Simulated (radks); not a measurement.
Results of a calculation; reference values are marked as such.
Species: neutral chromium. Configuration: [Ar] 3d5 4p1 (not the ground configuration).

Level of theory: scalar-relativistic Kohn-Sham, PBE, spin-polarised, spherical densities, point nucleus; open shells are filled with parallel spins first (a radial shooting solver on a logarithmic mesh with Libxc functionals).

Energy parts (eV):
total: -28588.427
kinetic: 28878.414
electron-nucleus: -68213.744
Hartree: 12075.418
exchange-correlation: -1328.515

Orbitals (lengths in bohr, moments of r in powers of bohr; r(max) is where P^2 peaks):
1s up: occ. 1; eigenvalue (eV) -5880.963; r(max) 0.04161; <r> 0.06355
1s down: occ. 1; eigenvalue (eV) -5880.978; r(max) 0.04161; <r> 0.06355
2s up: occ. 1; eigenvalue (eV) -667.7530; r(max) 0.2435; <r> 0.2933
2s down: occ. 1; eigenvalue (eV) -666.1619; r(max) 0.2433; <r> 0.2928
2p up: occ. 3; eigenvalue (eV) -561.1354; r(max) 0.1978; <r> 0.2601
2p down: occ. 3; eigenvalue (eV) -559.9180; r(max) 0.1976; <r> 0.2596
3s up: occ. 1; eigenvalue (eV) -76.2118; r(max) 0.7773; <r> 0.9029
3s down: occ. 1; eigenvalue (eV) -71.7698; r(max) 0.7776; <r> 0.9041
3p up: occ. 3; eigenvalue (eV) -47.6906; r(max) 0.7990; <r> 0.9672
3p down: occ. 3; eigenvalue (eV) -43.2883; r(max) 0.7994; <r> 0.9704
3d up: occ. 5; eigenvalue (eV) -5.0868; r(max) 0.8406; <r> 1.433
4p up: occ. 1; eigenvalue (eV) -1.9423; r(max) 3.639; <r> 4.683

The highest occupied level is 4p up at -1.942 eV. Summed over all electrons, <r^2> = 49.60 bohr^2, which gives a Langevin (diamagnetic) susceptibility term of -39.3 x 10^-6 cm^3/mol. The density falls to 0.001 e/bohr^3 at r = 4.57 bohr. Spin moment in Bohr magnetons: 6.
